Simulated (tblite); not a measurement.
Species: C₅H₇P₂ (charge -1).
Geometry (GFN2-xTB, Å), atoms numbered from 1 in this order:
```
atom  x, y, z in Å
C1    -1.9902   -0.3720   -0.3146
C2    -1.0740    0.3290    0.6883
C3     0.3738    0.1499    0.3170
C4     0.9893    0.9501   -0.6126
P5     2.6551    0.6227   -1.0074
C6     2.7511   -0.7118    0.0845
P7     1.3547   -1.1339    1.0082
H8    -1.7552   -1.4343   -0.3436
H9    -1.8336    0.0378   -1.3110
H10   -3.0413   -0.2496   -0.0451
H11   -1.2486   -0.0867    1.6853
H12   -1.3205    1.3975    0.7152
H13    0.4671    1.7746   -1.0887
H14    3.6714   -1.2737    0.1923
```

Level: GFN2-xTB in tblite, geometry and Hessian alike; calculated harmonic values, unscaled, isolated species. Against measured fundamentals such values can be off by several per cent, at times by over 20. One conformer, not necessarily the lowest.

Harmonic wavenumbers (cm⁻¹): 39.9, 127.4, 196.1, 279.5, 299.6, 326.9, 451.5, 491.1, 545.1, 685.7, 696.8, 746.8, 811.6, 841.1, 903.0, 938.8, 983.0, 1052.3, 1074.7, 1129.4, 1162.5, 1224.8, 1270.8, 1316.2, 1396.3, 1439.3, 1483.8, 1500.9, 1512.2, 2902.8, 2943.3, 2967.3, 2974.0, 3000.3, 3017.6, 3025.5.

A = 3309, B = 1372, C = 1050 MHz; mass 129.002 u (most abundant isotopes); point group C1, symmetry number 1.

Task: What is the zero-point energy?

Result: Half the sum of the wavenumbers: 22879 cm⁻¹ = 273.69 kJ/mol.

Task: Give the ideal-gas entropy at 350 K and 1 bar in the rigid-rotor, harmonic-oscillator model (classical rotation).

Result: Translation 172.80, rotation 121.67, vibration 94.05: S = 388.5 J/(mol K).

Task: And Cp and H(350 K) − H(0)?

Result: Cp = 140.15 J/(mol K), of which vibrations give 106.90 (their classical limit is 36 R = 299.3); H(350 K) − H(0) = 29.42 kJ/mol without the zero-point energy, 17.78 from vibrations.

Task: How do the functions run with temperature in this model?

Result: 
```csv
T (K),S (J/(mol K)),Cp (J/(mol K)),H − H(0) (kJ/mol),G − H(0) (kJ/mol),ln q(vib)
50,238.6,45.0,1.94,-10.00,0.41
100,274.2,59.7,4.54,-22.88,1.11
298.15,367.4,123.5,22.58,-86.96,4.31
373.15,397.7,147.3,32.74,-115.67,5.61
500,445.7,181.2,53.67,-169.21,7.86
750,528.6,227.0,105.16,-291.32,12.25
1000,598.2,256.0,165.78,-432.41,16.39
```

q(vib) and H(0) count from the zero-point level.

Task: Which modes carry the vibrational entropy at 350 K?

Result: 39.9 cm⁻¹: 23.35; 127.4 cm⁻¹: 13.79; 196.1 cm⁻¹: 10.33; 279.5 cm⁻¹: 7.60; 299.6 cm⁻¹: 7.09; 326.9 cm⁻¹: 6.46 J/(mol K); the other 30 give 25.44 together.

Task: What must be added to the electronic energy to get the Gibbs energy at 350 K and 1 bar?

Result: ZPE + [H(350 K) − H(0)] − T·S = 273.69 + 29.42 − 135.98 = 167.13 kJ/mol.

Hindered rotation and anharmonicity are outside this model. Other conformers, if any are populated, would add a mixing term that is left out. The structure is chiral; the term R ln 2 for an equal mix with its mirror image is left out.

Time: 0.43 s of wall time. Hardware: Arm Neoverse V1, one thread, shared host. The figure is for the frequency step alone.
